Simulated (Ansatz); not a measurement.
Consider the silylene loss: `CC(C)N([SiH3])C(C)C` → `CC(C)NC(C)C` + `[SiH2]`.

Calculated with Ansatz (gas phase, PBE0-D4/def2-TZVP geometries, no zero-point term in ΔE). CCSD(T)/CBS is the MP2 limit (def2-TZVPP, def2-QZVPP) plus CCSD(T) − MP2 in def2-TZVPP, frozen cores. This one scheme is used for every species. DFT in def2-TZVPP. One conformer a species, not always the lowest.

`CC(C)N([SiH3])C(C)C`:

Cartesian coordinates in Å:
```
C 0.208 2.139 0.780
C -0.523 0.930 0.210
C -1.931 0.816 0.781
N 0.247 -0.300 0.386
Si 0.343 -1.123 1.890
C 0.707 -0.984 -0.819
C -0.439 -1.500 -1.683
C 1.677 -0.132 -1.628
H 0.336 2.039 1.860
H 1.197 2.237 0.331
H -0.352 3.060 0.592
H -0.626 1.089 -0.868
H -2.464 -0.028 0.340
H -1.903 0.669 1.866
H -2.505 1.726 0.592
H 1.621 -1.886 1.915
H -0.754 -2.106 2.153
H 0.314 -0.142 3.007
H 1.269 -1.860 -0.471
H -1.097 -2.152 -1.104
H -0.057 -2.067 -2.535
H -1.041 -0.678 -2.080
H 2.520 0.182 -1.010
H 2.063 -0.695 -2.481
H 1.191 0.765 -2.022
```

`CC(C)NC(C)C`:

Z-matrix (Å, degrees):
```
C
C 1 1.518
H 1 1.096 2 110.5
H 1 1.091 2 110.5 3 119.6
H 1 1.092 2 111.2 3 -119.4
N 2 1.455 1 108.1 3 -64.8
C 2 1.526 1 110.9 3 61.8
H 2 1.096 1 107.7 3 179.9
C 6 1.454 2 118.0 1 -179.6
H 6 1.014 2 108.9 1 55.2
H 7 1.095 2 110.5 1 -62.3
H 7 1.092 2 112.0 1 177.3
H 7 1.093 2 110.8 1 57.2
C 9 1.519 6 110.7 2 64.5
C 9 1.518 6 108.2 2 -174.0
H 9 1.104 6 112.0 2 -55.7
H 14 1.092 9 112.1 6 -64.5
H 14 1.093 9 110.1 6 55.9
H 14 1.092 9 110.3 6 175.8
H 15 1.092 9 110.9 6 179.0
H 15 1.094 9 111.1 6 59.2
H 15 1.093 9 110.2 6 -60.5
```

`[SiH2]`:

Z-matrix (Å, degrees):
```
Si
H 1 1.525
H 1 1.525 2 91.2
```

Q: Is it downhill or uphill in electronic energy at CCSD(T)/CBS, and by how much? (Best estimate.)

A: Computed: Uphill: ΔE = +269.5 kJ/mol.

Q: What do these levels give: LDA (SPW92), PBE-D4, PBE0-D4, r2SCANh-D4, r2SCAN0-D4, BLYP, r2SCAN, PBE0, r2SCANh, HF/def2-SVP, MP2/def2-TZVPP, CCSD/CBS(def2)? (Best estimate.)

A: Ansatz gave: LDA (SPW92) 294.9, PBE-D4 268.4, PBE0-D4 278.1, r2SCANh-D4 287.8, r2SCAN0-D4 289.3, BLYP 224.2, r2SCAN 281.5, PBE0 262.2, r2SCANh 282.0, HF/def2-SVP 238.2, MP2/def2-TZVPP 287.7, CCSD/CBS(def2) 263.2 kJ/mol.

Largest T1 diagnostic among the species: 0.014.

From PBE to PBE0 (25 % exact exchange), in def2-TZVPP and without D4, ΔE moves by +11.5 kJ/mol. The D4 term adds +28.0 kJ/mol with B3LYP and +15.9 kJ/mol with PBE0; it sums over pairs of atoms, weighted by their polarisabilities, and B3LYP, whose exchange is more repulsive, gets the larger term.

B3LYP here is the variant with VWN-RPA as its local correlation; programs differ in this.
